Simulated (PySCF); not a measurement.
AlH, SMILES [AlH] (connectivity only; charge and spin as stated), neutral, multiplicity 1.

Geometry: B3LYP-D3(BJ)/def2-TZVPD.

Two levels are set side by side: TDDFT-PBE/def2-TZVPD (PySCF) and TDDFT-CAM-B3LYP/def2-TZVPD (PySCF). Vertical, same geometry. The lowest singlet is HOMO→LUMO 99 % with PBE and HOMO→LUMO 99 % with the other functional; states are paired by order. Differences are taken from unrounded values.

| quantity | TDDFT-PBE |
|---|---|
| lowest singlet excitation (eV) | 2.80 |
| lowest triplet excitation (TDA) (eV) | 1.67 |
| first bright state (f over 0.05) (eV) | 5.15 |
| its oscillator strength | 0.16 |

Q: These are the TDDFT-PBE values. What does TDDFT-CAM-B3LYP give? (An estimate is asked for; the answer gives what the named calculation found.)

A: 
| quantity | TDDFT-CAM-B3LYP | TDDFT-PBE minus TDDFT-CAM-B3LYP |
|---|---|---|
| lowest singlet excitation (eV) | 2.88 | -0.08 |
| lowest triplet excitation (TDA) (eV) | 1.76 | -0.09 |
| first bright state (f over 0.05) (eV) | 5.43 | -0.28 |
| its oscillator strength | 0.17 | -0.01 |

Rough cost on one machine, each run with all the roots and properties that it gave: TDDFT-CAM-B3LYP against TDDFT-PBE about 2 times.
